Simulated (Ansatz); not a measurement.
Program: Ansatz. Geometries: PBE0-D4/def2-TZVP. ΔE: electronic, gas phase. CCSD(T)/CBS is the MP2 limit (def2-TZVPP, def2-QZVPP) plus CCSD(T) − MP2 in def2-TZVPP, frozen cores. Functionals use def2-TZVPP. B3LYP here is the variant with VWN-RPA as its local correlation; programs differ in this. HSE06 is defined as in plane-wave codes. def2 core potentials past Kr. For Ge, In outer-core shells are correlated without core-valence functions, which leaves a few kJ/mol of doubt a bond. Scalar relativity is left out up to krypton. One conformer a species, not always the lowest.

Consider the redistribution: `[NH2][In]([NH2])[SH]` + `[CH3][GeH2][CH3]` → `[CH3][In]([NH2])[NH2]` + `[CH3][GeH2][SH]`.

`[NH2][In]([NH2])[SH]`:

Z-matrix (Å, degrees):
```
N
In 1 2.022
H 1 1.011 2 116.0
H 1 1.010 2 116.2 3 -129.4
N 2 2.019 1 120.8 3 -25.4
S 2 2.384 1 120.5 3 154.7
H 5 1.010 2 116.3 1 -156.4
H 5 1.010 2 116.4 1 -26.3
H 6 1.343 2 93.5 1 -1.8
```

`[CH3][GeH2][CH3]`:

```xyz
11

C     0.670    1.431    0.457
Ge    0.361   -0.146   -0.657
C    -1.000   -1.297    0.144
H     1.428    2.076    0.012
H     1.009    1.131    1.450
H    -0.253    2.004    0.564
H     1.679   -0.934   -0.815
H    -0.098    0.296   -2.063
H    -0.680   -1.627    1.134
H    -1.941   -0.755    0.247
H    -1.174   -2.179   -0.474
```

`[CH3][In]([NH2])[NH2]`:

Z-matrix (Å, degrees):
```
C
In 1 2.139
H 1 1.090 2 110.3
H 1 1.090 2 110.3 3 -120.7
H 1 1.091 2 109.9 3 119.7
N 2 2.025 1 123.5 3 146.0
N 2 2.025 1 123.5 3 -23.9
H 6 1.008 2 119.5 1 24.8
H 6 1.009 2 119.5 1 164.1
H 7 1.008 2 119.5 1 -24.8
H 7 1.009 2 119.5 1 -164.2
```

`[CH3][GeH2][SH]`:

Cartesian coordinates in Å:
```
C 0.795 0.410 -1.070
Ge -0.506 0.202 0.361
S -0.063 -1.777 1.291
H 0.643 1.363 -1.577
H 0.684 -0.397 -1.795
H 1.806 0.385 -0.662
H -1.950 0.202 -0.177
H -0.366 1.310 1.423
H -1.043 -1.698 2.205
```

```json
{"level": "LDA (SPW92)", "ΔE (kJ/mol)": "41.4", "difference from CCSD(T)/CBS": "-3.2"}
{"level": "PBE-D4", "ΔE (kJ/mol)": "42.1", "difference from CCSD(T)/CBS": "-2.5"}
{"level": "revPBE-D4", "ΔE (kJ/mol)": "42.2", "difference from CCSD(T)/CBS": "-2.4"}
{"level": "BLYP-D4", "ΔE (kJ/mol)": "41.4", "difference from CCSD(T)/CBS": "-3.2"}
{"level": "B97M-V", "ΔE (kJ/mol)": "48.2", "difference from CCSD(T)/CBS": "3.6"}
{"level": "PBE0-D4", "ΔE (kJ/mol)": "44.2", "difference from CCSD(T)/CBS": "-0.4"}
{"level": "B3LYP-D4", "ΔE (kJ/mol)": "43.1", "difference from CCSD(T)/CBS": "-1.5"}
{"level": "r2SCANh-D4", "ΔE (kJ/mol)": "45.5", "difference from CCSD(T)/CBS": "0.9"}
{"level": "r2SCAN0-D4", "ΔE (kJ/mol)": "45.9", "difference from CCSD(T)/CBS": "1.3"}
{"level": "HSE06-D4", "ΔE (kJ/mol)": "44.3", "difference from CCSD(T)/CBS": "-0.3"}
{"level": "BHLYP-D4", "ΔE (kJ/mol)": "45.9", "difference from CCSD(T)/CBS": "1.3"}
{"level": "CAM-B3LYP-D4", "ΔE (kJ/mol)": "43.7", "difference from CCSD(T)/CBS": "-0.9"}
{"level": "ωB97X-V", "ΔE (kJ/mol)": "44.1", "difference from CCSD(T)/CBS": "-0.5"}
{"level": "ωB97M-V", "ΔE (kJ/mol)": "43.3", "difference from CCSD(T)/CBS": "-1.3"}
{"level": "PBE-QIDH", "ΔE (kJ/mol)": "45.7", "difference from CCSD(T)/CBS": "1.1"}
{"level": "PBE", "ΔE (kJ/mol)": "42.1", "difference from CCSD(T)/CBS": "-2.5"}
{"level": "revPBE", "ΔE (kJ/mol)": "42.3", "difference from CCSD(T)/CBS": "-2.3"}
{"level": "BLYP", "ΔE (kJ/mol)": "41.7", "difference from CCSD(T)/CBS": "-2.9"}
{"level": "PBE0", "ΔE (kJ/mol)": "44.2", "difference from CCSD(T)/CBS": "-0.4"}
{"level": "B3LYP", "ΔE (kJ/mol)": "43.3", "difference from CCSD(T)/CBS": "-1.3"}
{"level": "r2SCANh", "ΔE (kJ/mol)": "45.5", "difference from CCSD(T)/CBS": "0.9"}
{"level": "r2SCAN0", "ΔE (kJ/mol)": "45.8", "difference from CCSD(T)/CBS": "1.2"}
{"level": "HSE06", "ΔE (kJ/mol)": "44.2", "difference from CCSD(T)/CBS": "-0.4"}
{"level": "BHLYP", "ΔE (kJ/mol)": "46.0", "difference from CCSD(T)/CBS": "1.4"}
{"level": "CAM-B3LYP", "ΔE (kJ/mol)": "43.7", "difference from CCSD(T)/CBS": "-0.9"}
{"level": "LC-ωPBE", "ΔE (kJ/mol)": "44.0", "difference from CCSD(T)/CBS": "-0.6"}
{"level": "RPA@PBE/def2-TZVPP", "ΔE (kJ/mol)": "43.9", "difference from CCSD(T)/CBS": "-0.7"}
{"level": "HF/def2-SVP", "ΔE (kJ/mol)": "53.9", "difference from CCSD(T)/CBS": "9.3"}
{"level": "MP2/def2-SVP", "ΔE (kJ/mol)": "50.8", "difference from CCSD(T)/CBS": "6.2"}
{"level": "CCSD/def2-SVP", "ΔE (kJ/mol)": "50.4", "difference from CCSD(T)/CBS": "5.8"}
{"level": "CCSD(T)/def2-SVP", "ΔE (kJ/mol)": "50.1", "difference from CCSD(T)/CBS": "5.5"}
{"level": "HF/def2-TZVPP", "ΔE (kJ/mol)": "50.7", "difference from CCSD(T)/CBS": "6.1"}
{"level": "MP2/def2-TZVPP", "ΔE (kJ/mol)": "44.1", "difference from CCSD(T)/CBS": "-0.5"}
{"level": "SCS-MP2/def2-TZVPP", "ΔE (kJ/mol)": "44.3", "difference from CCSD(T)/CBS": "-0.3"}
{"level": "CCSD/def2-TZVPP", "ΔE (kJ/mol)": "45.3", "difference from CCSD(T)/CBS": "0.7"}
{"level": "CCSD(T)/def2-TZVPP", "ΔE (kJ/mol)": "45.0", "difference from CCSD(T)/CBS": "0.4"}
{"level": "HF/def2-QZVPP", "ΔE (kJ/mol)": "49.4", "difference from CCSD(T)/CBS": "4.8"}
{"level": "MP2/def2-QZVPP", "ΔE (kJ/mol)": "43.4", "difference from CCSD(T)/CBS": "-1.2"}
{"level": "SCS-MP2/def2-QZVPP", "ΔE (kJ/mol)": "43.7", "difference from CCSD(T)/CBS": "-0.9"}
{"level": "MP2/CBS(def2)", "ΔE (kJ/mol)": "43.7", "difference from CCSD(T)/CBS": "-0.9"}
{"level": "CCSD(T)/CBS", "ΔE (kJ/mol)": "44.6", "difference from CCSD(T)/CBS": "0"}
```

Largest T1 diagnostic among the species: 0.014.

In def2-TZVPP, CCSD(T) changes the Hartree–Fock value by −5.6 kJ/mol (the triples alone add −0.3 kJ/mol) and MP2 by −6.6 kJ/mol. At CCSD(T), def2-SVP lies +5.5 kJ/mol from the extrapolated value and def2-TZVPP +0.4 kJ/mol.
